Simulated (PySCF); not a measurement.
C4H8O4SSi.
Z-matrix (Å and degrees, GFN2-xTB geometry), rows numbered from 1:
```
O 
C   1  1.2141
C   2  1.4838  1  122.34
Si  3  1.9028  2  111.21  1    64.22
C   3  1.4940  2  119.92  1  -144.96
C   5  1.4929  3   60.08  2   105.34
S   6  1.7877  3  109.05  5   106.40
O   7  1.4407  6  105.60  3   -35.70
O   7  1.4209  6  111.89  3  -166.44
O   7  1.5821  6  101.79  3    78.38
H   2  1.1006  1  120.94  3   168.01
H   4  1.4585  3  109.00  2   -60.58
H   4  1.4642  3  105.68  2   179.45
H   4  1.4624  3  107.30  2    61.09
H   5  1.0809  3  117.58  6  -106.01
H   5  1.0808  3  119.19  6   107.79
H   6  1.0765  3  124.46  5  -111.99
H  10  0.9794  7  109.78  6   -73.27
```

NICS is the negative of the GIAO shielding at a point without a nucleus: at the ring centre (0) and 1 Å above and below it (1); zz is the component along the ring normal. Level: GIAO PBE0/pcSseg-1 (PySCF, non-relativistic, gas phase) on the GFN2-xTB geometry, one conformer.

Ring bond lengths (Å), with Mayer bond orders in brackets: C3–C5 1.494 (0.93), C5–C6 1.493 (0.90), C6–C3 1.495 (0.88).

Task: What do the NICS probes read (ppm)?

Result: 
```csv
ring,type,NICS(0),"NICS(1), two faces","NICS(1)zz, two faces",rms pucker (Å),"centre to ring atoms, mean (Å)"
C3–C5–C6,3-membered carbocycle; formal bonds all single,-42.6,-9.6 / -9.7,-24.6 / -24.3,0.00,0.86
```

Task: What do they say, and how far can they be read as aromaticity?

Result: 
- C3–C5–C6: mean NICS(1)zz -24.5 ppm, shielded. C3, C5, C6 have four or more neighbours; no verdict on aromaticity is drawn. NICS(0) lies 33 ppm below the mean NICS(1).

Task: What field does 11.7 T along the ring normal induce along that normal at the first NICS(1) probe listed for ring C3–C5–C6, 1 Å off the ring?

Result: NICSzz × B0 = -24.6 ppm × 11.7 T = -288 μT, against the applied field.

Task: Give the inner angles of the rings and the Hirshfeld charges of the ring atoms.

Result: 
- C3–C5–C6: C3 59.9° (-0.096 e), C5 60.1° (-0.076 e), C6 60.0° (-0.054 e); sum 180.0° against 180° for a flat convex ring.

Task: How shielded are the nuclei of the rings and their hydrogens (means over atoms taken as equivalent)?

Result: 
| atoms | environment | σ isotropic (ppm) | principal values of the symmetric part, first atom (ppm) |
| --- | --- | --- | --- |
| C3 | sp3 carbon bound to silicon | 164.3 | 137.5, 147.3, 208.1 |
| C5 | three-membered-ring carbon | 172.5 | 146.7, 169.6, 201.1 |
| C6 | sp3 carbon bound to sulfur | 137.1 | 89.7, 124.2, 197.3 |
| H15 | methylene hydrogen | 29.84 | 23.5, 28.9, 37.1 |
| H16 | methylene hydrogen | 30.52 | 24.6, 26.9, 40.1 |
| H17 | methine hydrogen | 28.81 | 23.7, 27.2, 35.6 |

On one thread of an Arm Neoverse N1, no GPU, on a shared host, this took 94 s of wall time and 1.1 GiB of memory at its peak. This is the whole shielding run at PBE0/pcSseg-1, SCF included.
